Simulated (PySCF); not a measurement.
B₂ORh, SMILES [B][Rh-][B][O] (connectivity only; charge and spin as stated), charge -1, multiplicity 1.

The structure is a stationary point at B3LYP-D3(BJ)/def2-SVPD. The spin state was assumed, not searched. The def2 effective core potentials stand for the cores of Rh; spin–orbit coupling is left out. One conformer was computed; it need not be the lowest.

Calculation: PBE0/def2-TZVPD run with PySCF.

Computed frontier levels, gap, dipole moment and polarisability:
| Quantity | Result |
|---|---|
| highest occupied level | -0.71 eV |
| lowest empty level | 2.10 eV |
| orbital gap | 2.81 eV |
| dipole moment about the centre of nuclear charge | 5.94 D |
| mean static polarisability | 102.7 bohr³ (15.22 Å³) |
| polarisability, principal values | 82.8, 89.5, 135.8 bohr³ |
